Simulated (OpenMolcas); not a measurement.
d8 ions of charge +2 down a group on the Ga site of K2NaGaF6

- Program: OpenMolcas
- Method: CASSCF
- Spin-orbit coupling: RASSI with atomic mean-field integrals over the reference wave functions

The d shell is active. Each dopant is a cluster with its nearest anions in model potentials and point charges, with no relaxation and no local charge compensation. Distances were set from a Shannon-type radius of the metal (high-spin where two are listed) plus a fixed donor radius (F 1.31 Å), in hosts weighted 0.65 to 0.35 with the host's distance in the model lattice. Ligand basis ANO-RCC-VDZP, DKH2 Hamiltonian. States (labels of O, the rotations of Oh). Energies in cm-1 above the lowest state or level, χT in cm3 K/mol; 10Dq and B are least-squares fits to the states below 45000 cm-1, weighted by degeneracy, with a free offset, and given where the rms deviation is under 5 % of |10Dq| (or 100 cm-1) and under 700 cm-1. Spin-only χT is S(S+1) / 2 for the spin of the ground state.

```json
{"Ion": "Ni2+", "Shell": "3d8", "R (Å)": "1.978", "Metal basis": "ANO-RCC-VTZP", "Ground state": "3A2", "First state of that spin": "3T2 7490", "10Dq": "7295", "B (rms of fit)": "1285 (91)", "First gap with spin-orbit (degeneracies)": "7226 (3, 2)", "χT at 300 K": "1.404", "First state of another spin": "1E 18946", "Spin-only χT": "1.000"}
{"Ion": "Pt2+", "Shell": "5d8", "R (Å)": "2.05", "Metal basis": "ANO-RCC-VTZP", "Ground state": "3A2", "First state of that spin": "3T2 21696", "10Dq": "21501", "B (rms of fit)": "789 (77)", "First gap with spin-orbit (degeneracies)": "11128 (3, 2)", "χT at 300 K": "1.577", "First state of another spin": "1E 12559", "Spin-only χT": "1.000"}
```

|10Dq| changes by a factor of 21501 / 7295 = 2.95 from Ni2+ to Pt2+.

B goes from 1285 cm-1 (Ni2+) to 789 cm-1 (Pt2+).

Every ion keeps the highest spin of its shell. χT departs most from the spin-only value for Pt2+, by +0.577 cm3 K/mol.

Without dynamic correlation the repulsion within the d shell is too large (B by tens of per cent), so at a given field states of lower spin stand too high. Ligand-to-metal charge-transfer states are missing. With no ligand orbital active B as a rule stays too high, so bands that hang on it stand too high and its fall with covalency is understated. With metal d orbitals alone and no dynamic correlation 10Dq can be off by a tenth to a fifth, either way, in oxide and fluoride hosts (holds for Ni2+). Real 4d8 and 5d8 ions are as a rule square planar and diamagnetic (holds for Pt2+). The least metal-like active orbital is 85 % on the metal (Löwdin) and no ligand orbital is active, so the numbers are rough (holds for Pt2+). With metal d orbitals alone the field can be off either way by tens of per cent (holds for Pt2+). No measured value stands beside these numbers; the geometry was set by hand and not optimised.
